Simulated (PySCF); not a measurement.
Delta-SCF ions had no search for a lower state. Excitations are Tamm–Dancoff values on a coarser integration grid. The basis has no diffuse functions, so Rydberg states are missing or too high.

# C5H9B, SMILES `C/C=C\C=C\B` (charge 0, multiplicity 1)

Level of theory: TPSSh-D3(BJ)/def2-TZVP // CAM-B3LYP-D3(BJ)/def2-TZVP (PySCF).

The HOMO comes out as -6.48 eV and the dipole moment comes out as 3.02 D. The HOMO–LUMO gap is 3.95 eV and the LUMO comes out as -2.53 eV. The S1 excitation (TDA) comes out as 4.87 eV, the S1 oscillator strength is 0.917 and the brightest of the four lowest singlets (TDA) is 4.87 eV. The T1 excitation (TDA) is 2.64 eV, the S1–T1 gap (TDA) is 2.22 eV and the vertical ionisation energy (Delta-SCF) comes out as 8.76 eV. The total energy is -220.8636 Ha and the cost is very roughly 30 core-minutes.

```xyz
15

B     -1.7961     1.2603     1.9568
C     -1.4157     1.1878     0.4859
C     -0.4427     0.3606     0.0579
C     -0.0188     0.2296    -1.3183
C      0.9413    -0.5800    -1.7696
C      1.7875    -1.5211    -0.9838
H     -2.6545     1.9879     2.3520
H     -1.2177     0.5679     2.7401
H     -1.9132     1.7977    -0.2649
H      0.0600    -0.2521     0.7981
H     -0.5411     0.8550    -2.0343
H      1.1426    -0.5627    -2.8361
H      1.5624    -1.5175     0.0794
H      2.8438    -1.2726    -1.1088
H      1.6621    -2.5408    -1.3550
```
